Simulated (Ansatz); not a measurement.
Compare A (`C[SiH2]B(F)S`) with its isomer B (`CSB(F)[SiH3]`).

Isolated molecules relaxed with PBE0-D4/def2-TZVP in Ansatz; ΔE leaves out vibrations. CCSD(T)/CBS adds triple-zeta CCSD(T) − MP2 to the extrapolated MP2 energy (def2 sets, frozen cores). Functionals use def2-TZVPP. One conformer a species, not always the lowest.

A:

```xyz
11

C    -1.0415   -0.4736   -0.9908
Si   -0.6011   -0.0012    0.7707
B     1.3446    0.5474    0.9622
F     1.8228    0.9134    2.1481
S     2.5333    0.5833   -0.3941
H    -0.8802    0.3635   -1.6748
H    -2.0923   -0.7623   -1.0615
H    -0.4407   -1.3198   -1.3333
H    -0.8618   -1.1486    1.6870
H    -1.4590    1.1312    1.2250
H     1.6758    0.1667   -1.3384
```

B:

Z-matrix (Å, degrees):
```
C
S 1 1.809
H 1 1.089 2 106.6
H 1 1.089 2 111.0 3 -118.6
H 1 1.089 2 111.0 3 118.5
B 2 1.789 1 103.2 3 -177.5
Si 6 2.033 2 124.4 1 0.2
F 6 1.332 2 115.7 1 -179.9
H 7 1.490 6 110.2 2 60.5
H 7 1.490 6 110.4 2 -57.7
H 7 1.486 6 111.5 2 -178.7
```

(1) Which is lower in electronic energy at CCSD(T)/CBS, and by how much? (An estimate is asked.)

(2) Give E(B) − E(A) in kJ/mol with PBE-D4, CCSD/def2-TZVPP, CCSD(T)/def2-TZVPP, r2SCAN-D4, ωB97M-V, HF/def2-TZVPP, MP2/def2-TZVPP. (Best estimate.)

Largest T1 diagnostic: 0.014.

Results:

(1) Ansatz gave: A, by 50.1 kJ/mol.

(2) The calculation gave: PBE-D4 46.1, CCSD/def2-TZVPP 51.6, CCSD(T)/def2-TZVPP 50.3, r2SCAN-D4 50.1, ωB97M-V 50.7, HF/def2-TZVPP 50.1, MP2/def2-TZVPP 51.2. None reverses the order clearly.
